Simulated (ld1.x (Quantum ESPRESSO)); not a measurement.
**What one change does to a pseudopotential (Ti (Z = 22), TM semilocal)**

- Element: titanium
- Generator: ld1.x (Quantum ESPRESSO) 7.5
- Type: norm-conserving Troullier–Martins (semilocal form)
- Functional: PBE
- Relativity: scalar-relativistic
- Frozen core: [Ne]
- Valence charge: 12
- Reference configuration: 3s2 3p6 3d3 4s1 4p0
- Partial waves: 3s (bound): rc 1.00 bohr; 3p (bound): rc 1.55 bohr; 3d (bound): rc 2.20 bohr
- Local potential: the d channel
- Core correction: none

Occupied shells without a wave of their own: 4s. They enter only through the test configuration that unscreens the potential.

Change: wave 3p (bound): rc 1.55 bohr becomes 3p (bound): rc 2.12 bohr.

Cutoffs: the cutoffs (Ry, on a coarse ladder) from which the occupation-weighted sum of valence levels, in a spherical-Bessel basis at the reference potential, stays within 10 and 1 mRy of its value at 400 Ry; they do not see the model core or the augmentation charge, which bear on the density cutoff. Errors are all-electron minus pseudo energies relative to the spin-unpolarised reference configuration.

Q: Predict the effect on cutoff, ghosts and configuration errors.

A: The potential gets neither clearly harder nor softer (120 Ry and 200 Ry → 120 Ry and 200 Ry); the s channel sets the loose cutoff, while the largest relative change is in p, which becomes softer; of the 7 tests that both files solve, the error grows in 1 and shrinks in 2 by more than 15 % and 0.3 meV (median size 33.5 → 53.9 meV); neither file shows a bound ghost. A semilocal file is local in each channel, so a ghost entry of none says nothing of the separable form that plane-wave codes build from it.

```csv
quantity,base,changed
"cutoff, loose",120 Ry,120 Ry
"cutoff, tight",200 Ry,200 Ry
loose cutoff by channel (10 mRy a level),"s 100 Ry, p 35 Ry, d 40 Ry","s 100 Ry, p 30 Ry, d 40 Ry"
bound ghosts,none,none
"error for 3s2 3p6 3d2 4s2 4p0, meV [ΔE -1.11 eV]",+57,+54
"error for 3s2 3p6 3d2 4s1 4p0, meV [ΔE 6.24 eV]",+2.7,0.0
"error for 3s2 3p6 3d2 4s0 4p0, meV [ΔE 19.81 eV]",-90,-94
"error for 3s2 3p6 3d2.5 4s1.5 4p0, meV [ΔE -0.75 eV]",+19,+18
"error for 3s2 3p6 3d2 4s1.5 4p0, meV [ΔE 1.83 eV]",+33,+31
"error for 3s2 3p6 3d2 4s1 4p1, meV [ΔE 1.97 eV]",+26,-67
"error for 3s2 3p6 3d1 4s2 4p1, meV [ΔE 3.57 eV]",+289,+127
s: phases at 2.40 bohr within 0.05 rad from the reference energy up to (Ry; the scan ends near 5),to the end of the scan,to the end of the scan
p: phases at 2.40 bohr within 0.05 rad from the reference energy up to (Ry; the scan ends near 5),1.1,0.4
d: phases at 2.40 bohr within 0.05 rad from the reference energy up to (Ry; the scan ends near 5),1.1,1.1
```

Base: The 4s level has no wave, so the channel is fitted at the deeper level alone: the likely source of the large errors.
